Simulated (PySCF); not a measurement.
Te (tellurium, neutral) across methods

[Kr] 4d10 5s1 5p4 5d1, one real determinant (an excited configuration). Computed with PySCF 2.14 in x2c-QZVPPall with one added diffuse shell each of s, p, d, f type (14s10p8d5f1g, 128 functions), with the spin-free X2C one-electron Hamiltonian (Gaussian nucleus).

```csv
method,E (hartree),mean ε 5p α (eV),mean ε 5p β (eV),mean ε 5d α (eV),Σ⟨r²⟩ (bohr²),⟨S²⟩
BHandHLYP,-6793.19,-12.001,-9.250,-1.290,81.53,6.006
PBE0,-6792.86,-10.984,-8.499,-1.085,80.75,6.005
r2SCAN,-6793.22,-10.197,-7.826,-0.645,80.90,6.010
UHF,-6790.39300,-14.276,-9.438,-2.126,81.52,6.018
TPSS,-6792.91,-9.807,-7.761,-0.632,81.09,6.005
LDA,-6786.86,-9.794,-7.957,-0.629,81.01,6.003
PBE,-6792.78,-9.692,-7.783,-0.666,81.21,6.004
r2SCAN0,-6793.19,-11.346,-8.521,-1.054,80.61,6.010
```

⟨L²⟩ = 8.03 against 12 for a pure F term, so this real determinant mixes terms. The outer electron is Rydberg-like, and this basis confines it to a smaller radius and binds it less than a complete one would.
